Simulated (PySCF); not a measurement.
# CH6OSi2

CH6OSi2 is a carbene (divalent C1, bonded to 1 O + 1 Si), neutral, singlet. The structure, one conformer, was relaxed in the gas phase by PBE0-D3(BJ)/def2-SVP. No frequency run checks that it is a minimum.

The lowest triplet lies only 0.32 eV up at this geometry (Tamm-Dancoff CAM-B3LYP/def2-SVPD) and falls further when it relaxes, so it may lie near or below this singlet. Shieldings at and next to the centre that carries it rest on this small gap and are unreliable.

SMILES: [SiH3][C]O[SiH3]

Coordinates in Å:
```
C1     -1.219    0.698   -0.339
Si2    -1.366   -1.180    0.102
O3     -0.124    1.381   -0.358
Si4     1.548    1.063   -0.051
H5     -2.042   -1.705   -1.125
H6     -2.360   -1.130    1.218
H7     -0.283   -2.158    0.489
H8      1.694   -0.373    0.310
H9      1.933    1.969    1.061
H10     2.261    1.409   -1.306
```

Shieldings: GIAO PBE0/pcSseg-2. Shifts are against computed references at the same level: C TMS (σ 184.1 ppm), H TMS (σ 31.24 ppm), Si TMS (σ 341.3 ppm). Core levels by delta-SCF with SCAN, pcX-2 on the ionised atom and pcseg-1 elsewhere, spin-free X2C (2p3/2 is the spin-free 2p value less a third of a first-order spin-orbit splitting); from the vacuum level, for chosen atoms.

Problem. Give the shieldings and core levels atom by atom.

Solution. 
| atoms | bonded to | σ (ppm) | δ (ppm) | core level (eV) |
| --- | --- | --- | --- | --- |
| C1 | 1 O + 1 Si | -867.3 | 1051.4 | - |
| Si2 | 1 C + 3 H | 447.6 | -106.3 | 2p3/2 106.29 |
| O3 | 1 C + 1 Si | -578.7 | - | 1s 539.78 |
| Si4 | 1 O + 3 H | 367.4 | -26.1 | 2p3/2 108.08 |
| H5 H6 H7 | 1 Si | 25.12 | 6.12 | - |
| H8 H9 H10 | 1 Si | 25.19 | 6.05 | - |

Values are those of this one static structure, with the three H of a rotating XH3 group averaged; atoms that internal rotation interchanges would show their mean in an NMR spectrum.

Core levels of C1 are left out, their hole states being strongly spin-contaminated.

Problem. Which of Si2, Si4 holds its core electrons tightest, and by how much against the loosest?

Solution. Si4 (bonded to 1 O + 3 H), by 1.79 eV over Si2 (bonded to 1 C + 3 H).

Problem. By CAM-B3LYP/def2-SVPD (TDDFT singlets, Tamm-Dancoff triplets, ionisation by delta-SCF), where does absorption start, and what does vertical ionisation take?

Solution. The first singlet with intensity lies at 3.89 eV (f 0.036); what lies below it is dark. The lowest singlet lies at 1.32 eV (f 0.000), the strongest of the first 6 at 5.51 eV (f 0.094), the lowest triplet at 0.32 eV; vertical ionisation takes 7.44 eV.
